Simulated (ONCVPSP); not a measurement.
Logarithmic derivatives: Ti (Z = 22), ONCV

titanium, optimised norm-conserving Vanderbilt (ONCV), made with ONCVPSP 4.0.1 (PBE, scalar-relativistic). Core [Ne], reference 3s2 3p6 3d2 4s1.75 4p0.25. Waves: 3s+4s: rc 1.35 bohr, ncon 3, nbas 6, qcut 7.3 1/bohr, 2 projectors; 3p+4p: rc 2.05 bohr, ncon 5, nbas 8, qcut 8.1 1/bohr, 2 projectors; 3d: rc 2.25 bohr, ncon 4, nbas 9, qcut 5.7 1/bohr, 1 projector. Local part: polynomial inside 1.10 bohr (lpopt 5, dvloc0 1 Ha). Core correction: Teter function fitted to the true core (icmod 2), fcfact 0.15.

The phase is arctan(r·R′/R) of the radial function R(r), unwrapped; energies in Ha, scanned from -4 to 5 Ha. A pole is an energy at which the radial function vanishes at the test radius. The pseudo phase is shifted by a multiple of π to meet the all-electron one at the reference energy, and phase errors are pseudo minus all-electron; the curves can meet again beyond the range given. Levels narrower than the energy grid can be missing from the lists of poles.

Q: For each channel, where are the poles, and over which energies does the pseudopotential scatter like the atom?

A:

| channel | radius (bohr) | reference energy (Ha) | poles, all-electron | poles, pseudo | unbroken range about the reference energy with phases within 0.05 rad | phase error 1 Ha above the reference energy (rad) |
| --- | --- | --- | --- | --- | --- | --- |
| s | 1.37 | -0.17 | -1.01 | -1.01 | the whole range | -0.000 |
| p | 2.08 | -0.06 | -1.29, 3.39 | -1.29, 3.39 | the whole range | +0.000 |
| d | 2.28 | -0.17 | 0.07, 3.20 | 0.08, 4.54 | below 0.4 | +0.246 |

Phases in the d channel:

```csv
E (Ha),all-electron,pseudo
-3.98,1.387,1.387
-3.50,1.372,1.372
-3.02,1.354,1.354
-2.54,1.329,1.329
-2.06,1.294,1.295
-1.58,1.239,1.241
-1.10,1.132,1.138
-0.62,0.774,0.793
-0.14,-1.225,-1.225
0.34,-1.801,-1.762
0.82,-2.315,-2.080
1.30,-3.742,-2.833
1.78,-4.366,-3.948
2.26,-4.553,-4.348
2.74,-4.648,-4.503
3.22,-4.715,-4.586
3.70,-4.778,-4.641
4.18,-4.856,-4.684
4.66,-4.999,-4.721
```
